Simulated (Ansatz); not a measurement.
Species: C3H9Si, charge -1, multiplicity 1. It need not be the lowest isomer of its formula. Whether it binds its extra electron was not tested at this geometry. 
Geometry from a B3LYP-D3(BJ)/def2-TZVP (Ansatz, a quantum-chemistry and plane-wave program) optimisation:
SMILES: [CH2-][SiH](C)C
```xyz
13

Si     0.2347    -0.0847     0.2767
C      1.7154    -0.3015    -0.6640
C     -1.3305    -1.2071     0.0423
C     -0.5375     1.6561     0.0509
H      0.4751    -0.2551     1.7622
H      2.4186    -1.0903    -0.3990
H      1.7248    -0.0596    -1.7277
H     -1.0640    -2.2572     0.1976
H     -1.7141    -1.1176    -0.9808
H     -2.1456    -0.9555     0.7355
H     -0.7230     1.8380    -1.0137
H     -1.4914     1.7677     0.5780
H      0.1494     2.4305     0.3997
```
Charge -1, spin multiplicity 1.

Basis-set convergence of Hartree-Fock and MP2 correlation energies (hartree) with Ansatz. Correlated levels leave the core frozen unless marked. No spin-orbit coupling. Non-relativistic. This anion needs diffuse functions, which these sets lack.

```json
[
 {"basis": "cc-pV(D+d)Z", "functions": "110", "E(HF)": "-407.73030", "E(corr, MP2)": "-0.55483"},
 {"basis": "cc-pV(T+d)Z", "functions": "255", "E(HF)": "-407.78925", "E(corr, MP2)": "-0.68525"},
 {"basis": "cc-pV(Q+d)Z", "functions": "499", "E(HF)": "…", "E(corr, MP2)": "…"}
]
```

Task: What belongs in the gaps?

Result: 
- cc-pV(Q+d)Z, E(HF): -407.80391
- cc-pV(Q+d)Z, E(corr, MP2): -0.73045
